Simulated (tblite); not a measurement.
Species: C₅H₈BBr.
Numbering: `[BH2:1]/[C:2]([CH:3]=[CH2:4])=[C:5](\[CH3:6])[Br:7]` (hydrogens: H8, H9 on B1; H10 on C3; H11, H12 on C4; H13, H14, H15 on C6)

Computed with GFN2-xTB (tblite), gas phase: L-BFGS steps from a force-field or distance-geometry start until the largest atomic force falls under 0.01 eV/Å.

Step 4: E = -545.1925 eV
```
atom  x, y, z in Å  |  force x, y, z in eV/Å
B1     -0.1437   -1.5642    0.0007   -0.026  -0.079   0.047
C2      0.1449   -0.0464    0.1508   -0.007   0.031  -0.015
C3      1.4781    0.3893    0.5860   -0.090  -0.001   0.050
C4      2.6006   -0.2304    0.2622    0.156  -0.083  -0.059
C5     -0.8281    0.8595   -0.0925    0.090   0.088   0.056
C6     -2.2232    0.5448   -0.5117   -0.065   0.023  -0.011
Br7    -0.4854    2.7531    0.0639   -0.010  -0.163   0.004
H8     -1.1727   -1.9760   -0.3669   -0.029   0.093  -0.040
H9      0.6620   -2.3540    0.2966    0.103   0.063   0.039
H10     1.5463    1.2700    1.2122   -0.170   0.058  -0.013
H11     2.6069   -1.0946   -0.3784    0.031  -0.041  -0.008
H12     3.5556    0.1156    0.6169    0.031   0.016  -0.026
H13    -2.8387    1.4298   -0.6405    0.089   0.124   0.029
H14    -2.6962   -0.0909    0.2305   -0.076  -0.067   0.079
H15    -2.2108    0.0024   -1.4517   -0.028  -0.061  -0.131
```

Step 5: E = -545.1965 eV
```
atom  x, y, z in Å  |  force x, y, z in eV/Å
B1     -0.1444   -1.5651    0.0033   -0.016   0.005   0.029
C2      0.1439   -0.0476    0.1518    0.111  -0.037   0.004
C3      1.4782    0.3888    0.5858   -0.064  -0.072   0.010
C4      2.6021   -0.2312    0.2620    0.056  -0.038  -0.042
C5     -0.8251    0.8593   -0.0917   -0.067   0.056   0.015
C6     -2.2217    0.5455   -0.5114   -0.128   0.008  -0.014
Br7    -0.4868    2.7445    0.0640    0.022  -0.041   0.013
H8     -1.1711   -1.9716   -0.3678   -0.081   0.050  -0.052
H9      0.6635   -2.3487    0.2970    0.141  -0.006   0.060
H10     1.5387    1.2700    1.2103   -0.122   0.077   0.009
H11     2.6087   -1.0954   -0.3784    0.024  -0.043  -0.008
H12     3.5565    0.1151    0.6151    0.058   0.032  -0.011
H13    -2.8362    1.4343   -0.6398    0.127   0.050   0.037
H14    -2.6980   -0.0919    0.2304   -0.041  -0.015   0.038
H15    -2.2125    0.0018   -1.4526   -0.019  -0.025  -0.089
```

Step 6: E = -545.1996 eV
```
atom  x, y, z in Å  |  force x, y, z in eV/Å
B1     -0.1451   -1.5656    0.0061    0.006   0.025   0.010
C2      0.1447   -0.0495    0.1524    0.058  -0.007  -0.010
C3      1.4784    0.3868    0.5860   -0.050  -0.047   0.012
C4      2.6035   -0.2319    0.2614    0.035  -0.011  -0.022
C5     -0.8241    0.8601   -0.0909   -0.087  -0.094   0.001
C6     -2.2224    0.5456   -0.5116   -0.116  -0.006  -0.020
Br7    -0.4876    2.7367    0.0643    0.043   0.070   0.021
H8     -1.1715   -1.9668   -0.3696   -0.086   0.020  -0.045
H9      0.6675   -2.3444    0.2985    0.120  -0.030   0.061
H10     1.5298    1.2713    1.2087   -0.070   0.037  -0.005
H11     2.6107   -1.0971   -0.3786    0.018  -0.027   0.003
H12     3.5583    0.1154    0.6134    0.042   0.030  -0.014
H13    -2.8320    1.4395   -0.6385    0.124  -0.008   0.035
H14    -2.7003   -0.0929    0.2311   -0.018   0.029  -0.005
H15    -2.2144    0.0010   -1.4548   -0.019   0.019  -0.024
```

Step 7: E = -545.2017 eV
```
atom  x, y, z in Å  |  force x, y, z in eV/Å
B1     -0.1455   -1.5660    0.0083    0.019  -0.003  -0.007
C2      0.1455   -0.0506    0.1525    0.014  -0.022  -0.016
C3      1.4781    0.3848    0.5866   -0.002  -0.017   0.008
C4      2.6050   -0.2324    0.2607   -0.008   0.019   0.003
C5     -0.8246    0.8585   -0.0901   -0.093  -0.135  -0.012
C6     -2.2245    0.5452   -0.5120   -0.042  -0.030  -0.012
Br7    -0.4873    2.7324    0.0649    0.046   0.111   0.022
H8     -1.1732   -1.9631   -0.3716   -0.050   0.007  -0.025
H9      0.6723   -2.3418    0.3006    0.067  -0.020   0.049
H10     1.5223    1.2727    1.2074   -0.028  -0.005  -0.021
H11     2.6125   -1.0988   -0.3787    0.016  -0.006   0.016
H12     3.5603    0.1161    0.6119    0.021   0.025  -0.018
H13    -2.8270    1.4433   -0.6370    0.085  -0.013   0.026
H14    -2.7024   -0.0932    0.2315   -0.019   0.046  -0.026
H15    -2.2161    0.0009   -1.4568   -0.027   0.043   0.013
```

Question: Estimate the geometry and energy of step 8. (The exact step hangs on the optimiser's Hessian estimate; all steps are aligned on step 7, rigid shifts and turns removed.)

Answer: E = -545.2033 eV, largest force 0.111 eV/Å
```
atom  x, y, z in Å  |  force x, y, z in eV/Å
B1     -0.1455   -1.5666    0.0099    0.024  -0.044  -0.022
C2      0.1462   -0.0520    0.1522   -0.030  -0.031  -0.019
C3      1.4779    0.3830    0.5872    0.018   0.008  -0.005
C4      2.6062   -0.2326    0.2601   -0.024   0.034   0.019
C5     -0.8265    0.8548   -0.0897   -0.033  -0.106  -0.006
C6     -2.2267    0.5443   -0.5126    0.020  -0.030  -0.002
Br7    -0.4863    2.7308    0.0658    0.033   0.091   0.018
H8     -1.1753   -1.9597   -0.3736    0.001  -0.002  -0.002
H9      0.6774   -2.3398    0.3032    0.009  -0.005   0.033
H10     1.5155    1.2736    1.2058    0.008  -0.030  -0.025
H11     2.6144   -1.1003   -0.3785    0.013   0.014   0.028
H12     3.5623    0.1172    0.6103   -0.004   0.020  -0.021
H13    -2.8213    1.4464   -0.6352    0.038  -0.002   0.014
H14    -2.7046   -0.0926    0.2314   -0.036   0.039  -0.027
H15    -2.2181    0.0015   -1.4583   -0.036   0.044   0.018
```

The energy changes by -0.0016 eV. The first-order estimate −F·Δx gives -0.0023 eV and the mean of the old and new forces, exact on a quadratic surface, -0.0016 eV. The step makes an angle of 54° with the force vector and moves no atom by more than 0.007 Å.

What follows is the cost of the whole relaxation. Time: 0.96 s of wall time. Hardware: one thread, Arm Neoverse V1 (aarch64), no GPU, shared host.
